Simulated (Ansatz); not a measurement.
A nudged elastic band was laid between two geometries of Cl2FGeH + FH (7 atoms, charge 0, multiplicity 1).

Computed with RKS B3LYP/def2-SVP (Ansatz).

| Item | Value |
| --- | --- |
| movable images | 7 |
| climbing image | yes |
| spring | 5.0 eV/Å² |
| optimiser | quadratic models (default) |
| start path | through a guess of the saddle point |
| force threshold | 0.03 eV/Å |
| iteration limit | 60 |
| end points | relaxed |

Image 0:

```xyz
7
Properties=species:S:1:pos:R:3
Ge -0.144 -0.109 -0.051
Cl -0.321 -0.127 2.120
H 1.299 -0.011 -0.523
Cl -1.468 1.364 -0.861
F -0.776 -1.649 -0.537
F 1.361 2.184 1.115
H 0.971 1.807 1.874
```

Image 8:

```xyz
7
Properties=species:S:1:pos:R:3
Ge -0.157 0.434 -0.418
Cl 1.493 -0.030 2.885
H 1.250 -0.130 -0.546
Cl -0.903 1.344 -2.199
F -1.286 -0.765 0.089
F -0.222 1.646 0.831
H 0.747 0.957 2.495
```

(1) Which bonds break or form, and what moves?

(2) Give the energies along the band, and the barrier.

(3) What is the geometry of the highest image?

(4) What are the harmonic wavenumbers there?

Results:

(1) Bonds broken: Ge1–Cl2, F6–H7. Bonds formed: Ge1–F6, Cl2–H7. Cl2FGeH + FH becomes ClF2GeH + ClH.

(2) The run converged. The highest image is number 3 of 0 to 8, 1.04 eV above the first end and 1.07 eV above the last; the last end lies 0.03 eV below the first. A vibrational analysis at the climbing image gives one clearly imaginary mode, 368i cm⁻¹: a first-order saddle point. The orbitals stay closed-shell, which can raise the energy where a bond breaks towards radicals; this wasn't checked here.

```
image  path coordinate (Å)  energy (eV)  Ge1–Cl2 (Å)  F6–H7 (Å)  Ge1–F6 (Å)
    0                 0.00         0.00         2.18       0.93        2.98
    1                 0.84         0.12         2.19       0.94        2.90
    2                 1.68         0.59         2.26       0.95        2.48
    3                 2.52         1.04         2.52       1.10        2.00
    4                 2.89         0.70         2.74       1.41        1.84
    5                 3.27         0.26         3.05       1.65        1.77
    6                 3.64         0.04         3.36       1.84        1.75
    7                 4.02        -0.02         3.63       2.01        1.74
    8                 4.39        -0.03         3.72       2.05        1.74
```

(3) 
```xyz
7
Properties=species:S:1:pos:R:3
Ge 0.064 0.253 -0.070
Cl 0.729 -0.315 2.288
H 1.439 -0.142 -0.591
Cl -0.900 1.493 -1.558
F -1.153 -0.968 0.083
F 0.231 1.891 1.071
H 0.511 1.246 1.914
```

(4) 368i, 21, 159, 201, 243, 310, 412, 454, 646, 722, 745, 848, 1019, 1641, 2212 cm⁻¹.

The run took 9.7 min on 2 threads of Arm Neoverse V1, on a shared host, peak memory 0.26 GiB.
